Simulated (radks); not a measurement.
Task: These are the eigenvalues of the occupied orbitals of an atom or ion with whole-number occupations (Ry). Method: Dirac Kohn-Sham, PBE, spin-unpolarised, spherical densities, point nucleus; computed with a radial shooting solver on a logarithmic mesh with Libxc functionals.

orbital  eigenvalue
1s1/2     -14.02394
2s1/2      -1.20203
2p1/2      -0.75244
2p3/2      -0.75209
3d3/2      -0.05198
3d5/2      -0.05198

Which element is it, and in what charge state? The configuration may be excited. Open shells, if any, are shared by 2j + 1.

Result: Z = 5, boron, charge 0: B in [He] 2s1 2p1 3d1. The list shows which subshells hold electrons but not how many an open one holds; the 1s level, -7.012 hartree, gives Z - s = 3.7 by -(Z - s)^2/2, which with screening and relativity narrows Z to a few neighbours, and the depths of the outer levels then fix element, charge and occupations together.
